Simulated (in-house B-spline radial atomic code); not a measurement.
Configurations of O⁺, with energies counted from [He] 2s2 2p3. Method: non-relativistic BLYP, spin-polarised, spherical fractional occupations, point nucleus. Calculated with a radial B-spline atomic code at the basis-set limit. Shells without spins written out take the highest spin.

Occupations are held fixed; configurations that lie above the ionisation limit could autoionise.

| configuration | E - E(ref) (eV) | highest orbital | its <r> (bohr) |
| --- | --- | --- | --- |
| [He] 2s2 2p2 3d1 | 28.877 | 3d up | 4.707 |
| [He] 2s1 2p3 3s1 | 31.247 | 3s up | 3.419 |
| [He] 2s1 2p3 3p1 | 33.955 | 3p up | 3.901 |
| [He] 2s(0 up, 1 down) 2p(0 up, 3 down) 3d(0 up, 1 down) | 37.04 | 3d down | 4.722 |

Task: Order these further configurations by energy, lowest first.
A. [He] 2s2 2p(1 up, 1 down) 3d(1 up, 0 down)
B. [He] 2s2 2p2 3p1
C. [He] 2s(0 up, 1 down) 2p(1 up, 3 down)
D. [He] 2s2 2p(0 up, 2 down) 3p(1 up, 0 down)
E. [He] 2s2 2p2 3s1

Result: C (14.885 eV), E (23.061 eV), B (25.761 eV), D (26.014 eV), A (31.236 eV).
